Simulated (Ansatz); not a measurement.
Consider the redistribution: `N[SiH]([SiH3])BF` + `ClB1C[SiH2]1` → `N[SiH](Cl)BF` + `[SiH3]B1C[SiH2]1`.

Program: Ansatz. Geometries: PBE0-D4/def2-TZVP. ΔE: electronic, gas phase. CBS: MP2 limit from def2 TZ/QZ plus the TZ coupled-cluster correction, frozen cores. Functionals use def2-TZVPP. B3LYP here is the variant with VWN-RPA as its local correlation; programs differ in this. Each species was taken in one conformer, which may not be the lowest.

| level | ΔE (kJ/mol) | difference from CCSD(T)/CBS |
| --- | --- | --- |
| PBE-D4 | -22.1 | 13.8 |
| r2SCAN-D4 | -26.9 | 9.0 |
| PBE0-D4 | -24.6 | 11.3 |
| B3LYP-D4 | -30.0 | 5.9 |
| ωB97X-V | -28.4 | 7.5 |
| ωB97M-V | -34.6 | 1.3 |
| B2PLYP | -33.0 | 2.9 |
| PBE | -21.7 | 14.2 |
| r2SCAN | -26.8 | 9.1 |
| PBE0 | -24.3 | 11.6 |
| B3LYP | -29.3 | 6.6 |
| HF/def2-TZVPP | -34.5 | 1.4 |
| MP2/def2-TZVPP | -37.9 | -2.0 |
| SCS-MP2/def2-TZVPP | -37.8 | -1.9 |
| CCSD/def2-TZVPP | -32.6 | 3.3 |
| CCSD(T)/def2-TZVPP | -33.2 | 2.7 |
| HF/def2-QZVPP | -34.9 | 1.0 |
| MP2/def2-QZVPP | -39.6 | -3.7 |
| SCS-MP2/def2-QZVPP | -39.3 | -3.4 |
| HF/CBS(def2) | -35.0 | 0.9 |
| MP2/CBS(def2) | -40.6 | -4.7 |
| CCSD/CBS(def2) | -35.4 | 0.5 |
| CCSD(T)/CBS | -35.9 | 0 |

Largest T1 diagnostic among the species: 0.014.
